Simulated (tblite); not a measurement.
C2H11N3O2Si3.
SMILES with atom numbers: `[O:1]=[CH:2][N:3]1[SiH2:4][NH:5][SiH2:6][CH2:7][NH:8][Si@@H:9]1[OH:10]` (hydrogens: H11 on C2; H12, H13 on Si4; H14 on N5; H15, H16 on Si6; H17, H18 on C7; H19 on N8; H20 on Si9; H21 on O10)

Computed with GFN2-xTB (tblite), gas phase: L-BFGS steps from a force-field or distance-geometry start until the largest atomic force falls under 0.01 eV/Å.

Step 7: E = -874.3586 eV
```
atom  x, y, z in Å  |  force x, y, z in eV/Å
O1      2.5293    2.2383   -0.9028    0.210  -0.014  -0.064
C2      2.5161    1.0891   -0.5600    0.325  -0.023  -0.161
N3      1.4695    0.4217   -0.0566   -0.201   0.052   0.080
Si4     1.5901   -1.2676    0.3726   -0.169  -0.103  -0.026
N5      0.1799   -2.0653   -0.2240   -0.090  -0.027   0.042
Si6    -1.3338   -1.6648    0.5185   -0.053  -0.113   0.117
C7     -2.1820   -0.2211   -0.3714   -0.112   0.091  -0.033
N8     -1.2203    0.6974   -0.9616    0.096  -0.066   0.098
Si9    -0.0399    1.2990    0.1389   -0.249   0.521  -0.125
O10     0.0880    2.9113    0.0129    0.221  -0.016  -0.309
H11     3.4010    0.4223   -0.6435    0.111   0.195  -0.027
H12     2.7714   -1.9174   -0.1513    0.173   0.035  -0.273
H13     1.5453   -1.3878    1.8168    0.062   0.051   0.241
H14     0.1460   -2.2148   -1.2210    0.010  -0.104   0.039
H15    -0.9586   -1.2256    1.8570   -0.131  -0.106   0.203
H16    -2.2422   -2.8038    0.6440    0.042  -0.114  -0.191
H17    -2.7894    0.3047    0.3706   -0.216   0.027   0.044
H18    -2.8644   -0.5646   -1.1368   -0.158  -0.143  -0.302
H19    -1.6689    1.3756   -1.5617    0.039  -0.007  -0.004
H20    -0.5315    1.1034    1.4807    0.105  -0.176   0.637
H21    -0.4145    3.4870    0.5783   -0.015   0.040   0.016
```

Step 8: E = -874.4130 eV
```
atom  x, y, z in Å  |  force x, y, z in eV/Å
O1      2.5422    2.2481   -0.9132    0.256  -0.337   0.002
C2      2.5158    1.0975   -0.5655    0.429   0.049  -0.158
N3      1.4676    0.4371   -0.0602   -0.278  -0.016   0.118
Si4     1.6012   -1.2555    0.3702   -0.303  -0.039  -0.074
N5      0.1726   -2.0365   -0.2049   -0.056  -0.097   0.001
Si6    -1.3532   -1.6625    0.5258    0.045  -0.213   0.150
C7     -2.2028   -0.2212   -0.3686    0.120   0.059  -0.105
N8     -1.2271    0.6910   -0.9483    0.122   0.080   0.248
Si9    -0.0494    1.3047    0.1469   -0.064   0.459  -0.066
O10     0.0938    2.9160   -0.0048    0.217  -0.241  -0.339
H11     3.3912    0.4024   -0.6284    0.058   0.459  -0.109
H12     2.7739   -1.9040   -0.1818    0.103   0.057  -0.218
H13     1.5455   -1.3862    1.8123    0.112   0.065   0.257
H14     0.1445   -2.2292   -1.1939   -0.002  -0.091   0.022
H15    -0.9751   -1.2503    1.8763   -0.180  -0.089   0.119
H16    -2.2380   -2.8283    0.6188    0.065  -0.028  -0.180
H17    -2.8241    0.2842    0.3715   -0.243   0.167   0.015
H18    -2.8515   -0.5531   -1.1621   -0.326  -0.248  -0.294
H19    -1.6468    1.3742   -1.5648   -0.049  -0.067   0.010
H20    -0.4880    1.0997    1.5105    0.071  -0.114   0.492
H21    -0.4014    3.4888    0.5639   -0.097   0.184   0.110
```

Question: Estimate the geometry and energy of step 9. (The exact step hangs on the optimiser's Hessian estimate; all steps are aligned on step 8, rigid shifts and turns removed.)

Answer: E = -874.4578 eV, largest force 0.573 eV/Å
```
atom  x, y, z in Å  |  force x, y, z in eV/Å
O1      2.5591    2.2530   -0.9232    0.263  -0.459   0.022
C2      2.5195    1.1030   -0.5714    0.311   0.047  -0.059
N3      1.4632    0.4522   -0.0624   -0.199  -0.064   0.101
Si4     1.6064   -1.2459    0.3677   -0.306   0.037  -0.074
N5      0.1643   -2.0144   -0.1891   -0.023  -0.153  -0.006
Si6    -1.3700   -1.6635    0.5350    0.085  -0.215   0.108
C7     -2.2218   -0.2213   -0.3685    0.193  -0.016  -0.139
N8     -1.2323    0.6870   -0.9341    0.080   0.187   0.364
Si9    -0.0599    1.3165    0.1560    0.139   0.209   0.112
O10     0.1022    2.9217   -0.0259    0.081  -0.220  -0.204
H11     3.3864    0.3928   -0.6177    0.057   0.547  -0.161
H12     2.7779   -1.8907   -0.2132   -0.049   0.118  -0.119
H13     1.5480   -1.3834    1.8134    0.154   0.078   0.167
H14     0.1432   -2.2438   -1.1695   -0.025  -0.083  -0.005
H15    -0.9932   -1.2739    1.8962   -0.218  -0.077   0.041
H16    -2.2332   -2.8509    0.5928    0.071   0.030  -0.159
H17    -2.8588    0.2690    0.3718   -0.191   0.207  -0.112
H18    -2.8447   -0.5471   -1.1889   -0.329  -0.255  -0.139
H19    -1.6276    1.3710   -1.5666   -0.115  -0.108   0.015
H20    -0.4477    1.0941    1.5461    0.070  -0.008   0.200
H21    -0.3898    3.4917    0.5511   -0.047   0.198   0.051
```

The energy changes by -0.0448 eV. The first-order estimate −F·Δx gives -0.0634 eV and the mean of the old and new forces, exact on a quadratic surface, -0.0447 eV. The step makes an angle of 70° with the force vector and moves no atom by more than 0.054 Å.

The cost below is that of the whole relaxation. The run took 2.6 s on an Arm Neoverse N1 with one thread, shared host with 64 logical CPUs at a one-minute load of 61.
